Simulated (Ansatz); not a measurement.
Born–Oppenheimer molecular dynamics of Cl2GaH3O (7 atoms, charge 0, multiplicity 1). It starts at the highest image of a converged band, a first-order saddle point between two minima.

Computed with RKS PBE-D4/def2-SVP (Ansatz 0.2.0).

* ensemble: NVE (velocity Verlet)
* time step: 0.5 fs
* steps asked: 200
* starting velocities drawn for: 300 K
* seed: 11845

First frame:

```xyz
7
Properties=species:S:1:pos:R:3
Ga 0.080 0.250 -0.016
O 0.072 -0.039 1.897
H -0.782 -0.329 2.278
Cl 1.872 -0.349 -1.034
Cl -1.861 0.088 -0.938
H 0.272 1.898 0.777
H 0.145 1.266 1.540
```

(1) How far do the bonds stretch over the last three quarters of this one trajectory? (Pairs bonded in most of those frames.)

Answers

(1) 
```
   bond  mean (Å)  spread (Å)  shortest  longest
 Ga1–O2     1.785       0.055      1.71     1.88
Ga1–Cl4     2.149       0.027      2.11     2.19
Ga1–Cl5     2.163       0.017      2.13     2.18
  O2–H3     0.978       0.004      0.97     0.99
  H6–H7     0.771       0.018      0.74     0.80
```

Mean temperature of the second half: 971 K. The conserved energy stayed within 0.042 meV per atom of its start (net change 0.0054 meV per atom), so the integration is sound. The kinetic energy rose, since the run started high on the potential surface and went downhill. It ends in pieces (Cl2GaHO + H2), so much of that is their flight and rotation, not heat. A run of 0.1 ps of so small a system gives no equilibrium averages. The orbitals stay closed-shell, which can raise the energy where a bond breaks towards radicals; this wasn't checked here.

Run time: 3.1 min on 2 threads of Intel(R) Xeon(R) 6975P-C (Granite Rapids), with other jobs on the host, peak memory 0.15 GiB.
